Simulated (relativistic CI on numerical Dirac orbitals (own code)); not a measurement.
## Sensitivity of the levels of Sb XXVII to α and to the nuclear radius

Computed by Dirac-Coulomb-Breit CI, KLI orbitals optimised for each configuration, derivatives by finite differences, unscaled Slater integrals, QED left out (own radial code, finite nucleus).

Configuration list (outside the closed core [Ne]): 3s2 3p6 3d7, 3s2 3p5 3d8, 3s2 3p4 3d9, 3s 3p6 3d8, 3p6 3d9, 3s 3p5 3d9, 3s2 3p6 3d6 4s, 3s2 3p6 3d6 4p. Levels of other configurations are missing.

With x = (α/α₀)² − 1 an excitation energy changes as ω = ω₀ + qx; K = 2q/ω₀ is the relative enhancement. Terms are leading LS components, so labels can repeat. The field-shift factor is F = δν/δ⟨r²⟩ for the transition from the lowest level.

Lowest level 3s2 3p6 3d7 4F_9/2.

| Level | ω₀ (cm⁻¹) | q (cm⁻¹) | K | F (GHz/fm²) |
| --- | --- | --- | --- | --- |
| 3s2 3p6 3d7 2P_3/2 | 59303 | 313.9 | 0.0106 | -0.0386 |
| 3s2 3p6 3d7 4F_5/2 | 69508 | 28050 | 0.807 | 0.282 |
| 3s2 3p6 3d7 4F_7/2 | 70226 | 79980 | 2.28 | 0.67 |
| 3s2 3p6 3d7 4F_3/2 | 111762 | 87210 | 1.56 | 0.761 |
| 3s2 3p6 3d7 2G_9/2 | 118921 | 66740 | 1.12 | 0.658 |
| 3s2 3p6 3d7 4P_5/2 | 120821 | 82620 | 1.37 | 0.784 |
| 3s2 3p6 3d7 4P_1/2 | 137249 | 77320 | 1.13 | 0.653 |
| 3s2 3p6 3d7 2H_11/2 | 156572 | 72060 | 0.92 | 0.807 |
| 3s2 3p6 3d7 2G_7/2 | 164787 | 95090 | 1.15 | 0.903 |
| 3s2 3p6 3d7 2D_5/2 | 193258 | 139700 | 1.45 | 1.23 |
| 3s2 3p6 3d7 4P_3/2 | 196677 | 152100 | 1.55 | 1.32 |
| 3s2 3p6 3d7 2F_5/2 | 217260 | 67690 | 0.623 | 0.791 |
| 3s2 3p6 3d7 2P_1/2 | 223174 | 160200 | 1.44 | 1.3 |
| 3s2 3p6 3d7 2H_9/2 | 229500 | 154100 | 1.34 | 1.48 |
| 3s2 3p6 3d7 2F_7/2 | 263891 | 133700 | 1.01 | 1.31 |
| 3s2 3p6 3d7 2D_3/2 | 267848 | 142500 | 1.06 | 1.35 |
| 3s2 3p6 3d7 2D_3/2 | 343029 | 171300 | 0.999 | 1.72 |
| 3s2 3p6 3d7 2D_5/2 | 367617 | 149000 | 0.81 | 1.65 |
| 3s2 3p5 3d8 4G°_11/2 | 1683524 | 111800 | 0.133 | 4.63 |
| 3s2 3p5 3d8 2F°_7/2 | 1744065 | 120100 | 0.138 | 4.13 |
| 3s2 3p5 3d8 2D°_5/2 | 1745846 | 114000 | 0.131 | 4.18 |
| 3s2 3p5 3d8 4G°_9/2 | 1779491 | 158400 | 0.178 | 4.82 |
| 3s2 3p5 3d8 2G°_9/2 | 1822385 | 152000 | 0.167 | 4.59 |

At this charge energies of transitions that change n are usually good to better than 1 %, and those within a shell (Δn = 0) to a few per cent. Terms inside the open d or f shell come out 10 to 20 % too wide with unscaled integrals.
